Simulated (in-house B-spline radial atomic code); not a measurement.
## Binding energies in W VI (W5+)

NIST's tabulated ground configuration is [Xe] 4f14 5d1; each binding energy is the energy of the ion with one electron taken from that subshell, relaxed, less that of the parent. Level of theory: Dirac-Hartree-Fock, average of configuration, Fermi nucleus of rms radius 5.3658 fm; calculated with a B-spline radial code for spherical atoms. Energies include first-order Breit, QED and recoil terms.

| subshell | X-ray name | binding energy (eV) | -ε (eV) | relaxation (eV) |
| --- | --- | --- | --- | --- |
| 1s | K | 69592.3 | 70027.7 | 86.1 |
| 2s | L1 | 12178.6 | 12272.4 | 50.7 |
| 2p1/2 | L2 | 11615.1 | 11712.6 | 55.2 |
| 2p3/2 | L3 | 10277.6 | 10357.0 | 52.1 |
| 3s | M1 | 2897.4 | 2933.9 | 27.8 |
| 3p1/2 | M2 | 2648.8 | 2685.6 | 28.9 |
| 3p3/2 | M3 | 2355.9 | 2388.0 | 27.2 |
| 4s | N1 | 672.7 | 684.9 | 10.3 |
| 4p1/2 | N2 | 569.1 | 580.8 | 10.1 |
| 4p3/2 | N3 | 501.3 | 511.2 | 9.0 |
| 5s | O1 | 150.3 | 152.0 | 1.3 |
| 5p1/2 | O2 | 115.8 | 117.2 | 1.2 |
| 5p3/2 | O3 | 105.2 | 106.2 | 0.9 |
| 4f5/2 | N6 | 103.8 | 110.8 | 7.1 |
| 4f7/2 | N7 | 101.7 | 108.4 | 6.9 |
| 5d | O4,5 | 62.99 | 63.35 | 0.36 |

Relaxation = -ε minus the binding energy without Breit, QED and recoil terms.

Emission lines follow as differences of binding energies, with λ = 12398.42 eV·Å / E:

```
 line       holes  energy (eV)  wavelength (Å)
 K-L3  1s → 2p3/2      59314.7         0.20903
 K-L2  1s → 2p1/2      57977.2         0.21385
 K-M3  1s → 3p3/2      67236.4          0.1844
L1-M3  2s → 3p3/2       9822.7          1.2622
L3-M1  2p3/2 → 3s       7380.2            1.68
```

What screening constant σ does Moseley's law, E = (3/4)·13.6057 eV·(Z - σ)², need for K-L3?

σ = -2.24.

Moseley's non-relativistic formula needs a falling, then negative, screening constant for heavy elements, because relativity binds the 1s electron more strongly than the formula allows.

What does it cost to remove both a 2s and a 2p3/2 electron?

22654 eV, which is 198.1 eV more than the two single binding energies together.

What does it cost to remove both a 4p1/2 and a 4f5/2 electron?

702.16 eV, which is 29.28 eV more than the two single binding energies together.

What does it cost to remove both a 2p3/2 and a 5d electron?

10359 eV, which is 17.95 eV more than the two single binding energies together.
